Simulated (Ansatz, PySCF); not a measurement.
The PySCF input:
```python
from pyscf import gto, scf, dft

mol = gto.M(
    atom='''
Rb   -0.000000   -0.000000   -0.430500
F     0.000000    0.000000    1.769833
''',
    basis='def2-svpd',
    ecp={'Rb': 'def2-svpd'},
    charge=0,
    spin=0,
    verbose=3,
)

mf = dft.RKS(mol)
mf.xc = 'b97m_v'
mf.grids.atom_grid = (99, 590)
mf.grids.prune = None
mf.kernel()
```

Q: Write the same job for Ansatz (a quantum-chemistry and plane-wave program).

A: Several could match; the one computed here: 
Ansatz 0.2 input:
```yaml
crystal:
  periodic: [false, false, false]
  atoms:
    - {symbol: Rb, position_ang: [-0.00000000, -0.00000000, -0.43049990]}
    - {symbol: F, position_ang: [0.00000000, 0.00000000, 1.76983294]}
basis:
  gaussian:
    orbitals: def2-SVPD
hamiltonian:
  xc: {name: B97M-V}
accuracy: high
```

Both were run: PySCF gave -123.884978 Eh and Ansatz -123.885008 Eh, 0.030 mEh apart.
